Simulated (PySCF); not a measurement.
# Correlation energy of S (sulfur, neutral)

[Ne] 3s1 3p5, high-spin 3P determinant (an excited configuration). Calculation: PySCF 2.14, in x2c-QZVPPall (9s6p4d2f1g, 70 functions); scalar relativity by spin-free X2C-1e. Frozen: 1s2; 14 electrons correlated.

MP2 pair energies summed by pair of shells (mhartree):

```tsv
pair	energy	share (%)
3p-3p	-146.73	41.7
2p-2p	-106.21	30.2
2s-2p	-31.86	9.1
2p-3p	-28.34	8.1
3s-3p	-20.54	5.8
2s-2s	-6.38	1.8
2p-3s	-5.86	1.7
2s-3p	-4.92	1.4
2s-3s	-1.01	0.3
```

Total MP2 correlation energy: -351.84 mhartree.

Same-spin part -89.80 and opposite-spin part -262.04 mhartree; SCS-MP2 scales them by 1/3 and 6/5 to -344.38 mhartree.

This basis was not built for core-valence correlation, so the inner-shell part is incomplete.
